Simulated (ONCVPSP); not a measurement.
# titanium: one change to an ONCV potential, before and after

ONCVPSP 4.0.1 input, shortened (lines: element, Z, core and valence counts, functional; n l f; lmax; l rc ep ncon nbas qcut; lloc lpopt rc5 dvloc0; l nproj debl; icmod fcfact rcfact), PBE, scalar-relativistic:

```
  Ti 22.00    3    4        4      upf
    1    0    2.00
    2    0    2.00
    2    1    6.00
    3    0    2.00
    3    1    6.00
    3    2    2.00
    4    0    1.50
    2
    0    1.70    0.00    4    7    6.20
    1    1.25    0.00    5    8   11.00
    2    2.05    0.00    4    9    6.50
    4    5    1.00    0.00
    0    2    2.10
    1    1    4.00
    2    1    1.70
    0    0.00    0.00
```

Change: d: rc 1.48.

Cutoffs: the cutoffs (Ha) at which the residual kinetic energy of the hardest occupied pseudo-wave falls to 1 and 0.1 mHa per electron; they do not see the model core or the augmentation charge, which bear on the density cutoff. Errors are all-electron minus pseudo energies relative to the spin-unpolarised reference configuration.

Question: What does the change do?

Answer: The potential gets harder (39 Ha and 50 Ha → 126 Ha and 148 Ha); of the 4 tests that both files solve, the error grows in 0 and shrinks in 2 by more than 15 % and 0.3 meV (median size 1.4 → 0.8 meV); neither file shows a bound ghost. A smaller radius makes the pseudo-wave follow the all-electron one further in, where it bends more sharply, so more plane waves are needed.

```tsv
quantity	base	changed
cutoff, loose	39 Ha	126 Ha
cutoff, tight	50 Ha	148 Ha
loose cutoff by channel	s 13 Ha, p 39 Ha, d 18 Ha	s 13 Ha, p 39 Ha, d 126 Ha
bound ghosts	none	none
GHOST(+) flags under 300 eV	none	none
error for 3s2 3p6 3d2 4s2, meV [ΔE -2.94 eV]	+0.4	+0.3
error for 3s2 3p6 3d2 4s1, meV [ΔE 4.41 eV]	-0.2	-0.2
error for 3s2 3p6 3d2 4s0, meV [ΔE 17.98 eV]	-2.4	-1.2
error for 3s2 3p6 3d3 4s1, meV [ΔE -1.83 eV]	+25	+4.4
s: phases at 1.73 bohr within 0.05 rad from the reference energy up to (Ha; the scan ends near 5)	to the end of the scan	to the end of the scan
p: phases at 1.27 bohr within 0.05 rad from the reference energy up to (Ha; the scan ends near 5)	3.4	3.4
```
